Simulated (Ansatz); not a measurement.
These are r2SCAN-D4/def2-TZVP in Ansatz (an electronic-structure program) values and carry that method's errors. No frequencies were computed at this level.

Ansatz 0.2 input:
```yaml
crystal:
  periodic: [false, false, false]
  atoms:
    - { symbol: S, position_ang: [1.572346, -0.476353, -0.468753] }
    - { symbol: Ge, position_ang: [-0.536495, -0.067128, -0.031544] }
    - { symbol: H, position_ang: [2.026814, 0.489789, 0.320782] }
    - { symbol: H, position_ang: [-1.342313, -1.050648, -0.812339] }
    - { symbol: H, position_ang: [-0.905956, 1.327355, -0.443471] }
    - { symbol: H, position_ang: [-0.814398, -0.223016, 1.435324] }
basis:
  gaussian: { orbitals: def2-tzvp }
hamiltonian:
  xc: r2scan
  dispersion: d4
relax:
  max_steps: 150
```

Output:

```
Functional definition: r2SCAN
795 factors; their error is unknown
mean field evaluation 1: about -67417.6386 eV, gradient 2.3e1 eV
mean field evaluation 2: about -67417.8203 eV, gradient 2.5e1 eV
mean field evaluation 4: about -67418.4917 eV, gradient 1.2e0 eV
mean field evaluation 8: about -67418.4792 eV, gradient 5.4e-2 eV
mean field -67418.47923029 eV, -2477.5834138266 hartree, gradient 5.4e-5 eV, S^2 0.000000; 0 other end points of the search recorded, 0 dependent functions left out
reference -67418.47924011 eV, -2477.5834141876 hartree; 26, 26 occupied and 83, 83 virtual orbitals, 795 factors
relax step   1: F+E_penalty+E_count = -67418.50061034 eV  Δ(F+E_penalty+E_count) = +0.000e0 eV  max|allowed force component| = 6.059e-1 eV/Å  Δτ_max = 0.0000 Å  (26 SCF iters, accepted)
these checks for a lower state are left out or cut short: starts, cluster_reference, orbital_swaps, neighbouring_geometries, increment
795 factors; their error is unknown
mean field evaluation 16: about -67418.5324 eV, gradient 2.7e0 eV
mean field -67418.52471695 eV, -2477.5850854305 hartree, gradient 9.0e-6 eV, S^2 0.000000; 0 other end points of the search recorded, 0 dependent functions left out
reference -67418.52472682 eV, -2477.5850857934 hartree; 26, 26 occupied and 83, 83 virtual orbitals, 795 factors
relax step   2: F+E_penalty+E_count = -67418.54605738 eV  Δ(F+E_penalty+E_count) = -4.545e-2 eV  max|allowed force component| = 1.248e-1 eV/Å  Δτ_max = 0.0427 Å  (29 SCF iters, accepted)
these checks for a lower state are left out or cut short: starts, cluster_reference, orbital_swaps, neighbouring_geometries, increment
795 factors; their error is unknown
mean field -67418.52568134 eV, -2477.5851208711 hartree, gradient 8.3e-6 eV, S^2 0.000000; 0 other end points of the search recorded, 0 dependent functions left out
reference -67418.52569124 eV, -2477.5851212349 hartree; 26, 26 occupied and 83, 83 virtual orbitals, 795 factors
relax step   3: F+E_penalty+E_count = -67418.54699447 eV  Δ(F+E_penalty+E_count) = -9.371e-4 eV  max|allowed force component| = 5.978e-2 eV/Å  Δτ_max = 0.0355 Å  (30 SCF iters, accepted)
these checks for a lower state are left out or cut short: starts, cluster_reference, orbital_swaps, neighbouring_geometries, increment
795 factors; their error is unknown
mean field evaluation 32: about -67418.5267 eV, gradient 6.8e-2 eV
mean field -67418.52671469 eV, -2477.5851588460 hartree, gradient 8.5e-6 eV, S^2 0.000000; 0 other end points of the search recorded, 0 dependent functions left out
reference -67418.52672458 eV, -2477.5851592096 hartree; 26, 26 occupied and 83, 83 virtual orbitals, 795 factors
relax step   4: F+E_penalty+E_count = -67418.54804174 eV  Δ(F+E_penalty+E_count) = -1.047e-3 eV  max|allowed force component| = 2.600e-2 eV/Å  Δτ_max = 0.0263 Å  (29 SCF iters, accepted)
these checks for a lower state are left out or cut short: starts, cluster_reference, orbital_swaps, neighbouring_geometries, increment
795 factors; their error is unknown
mean field -67418.52678939 eV, -2477.5851615912 hartree, gradient 1.2e-5 eV, S^2 0.000000; 0 other end points of the search recorded, 0 dependent functions left out
reference -67418.52679928 eV, -2477.5851619548 hartree; 26, 26 occupied and 83, 83 virtual orbitals, 795 factors
relax step   5: F+E_penalty+E_count = -67418.54811761 eV  Δ(F+E_penalty+E_count) = -7.586e-5 eV  max|allowed force component| = 5.329e-4 eV/Å  Δτ_max = 0.0029 Å  (23 SCF iters, accepted)
795 factors; their error is unknown
mean field -67418.52678939 eV, -2477.5851615912 hartree, gradient 1.2e-5 eV, S^2 0.000000; 1 other end points of the search recorded, 0 dependent functions left out
reference -67418.52679928 eV, -2477.5851619548 hartree; 26, 26 occupied and 83, 83 virtual orbitals, 795 factors
Total energy: -67418.54812750 eV, -2477.5859457524 hartree
Atom 0 at     1.583175    -0.487068    -0.476065 Å, force    -0.000068     0.000356     0.000533 eV/Å
Atom 1 at    -0.552821    -0.056989    -0.022603 Å, force     0.000284     0.000383     0.000167 eV/Å
Atom 2 at     2.054675     0.491010     0.315940 Å, force     0.000281    -0.000288    -0.000492 eV/Å
Atom 3 at    -1.338933    -1.084418    -0.837863 Å, force    -0.000085     0.000122     0.000090 eV/Å
Atom 4 at    -0.917134     1.368459    -0.455201 Å, force    -0.000166    -0.000056    -0.000355 eV/Å
Atom 5 at    -0.828964    -0.230995     1.475790 Å, force    -0.000246    -0.000517     0.000058 eV/Å
Dipole moment:    -0.161664     0.163849     0.143501 e Å
```

Cost: about 27 core-seconds (a rough figure).
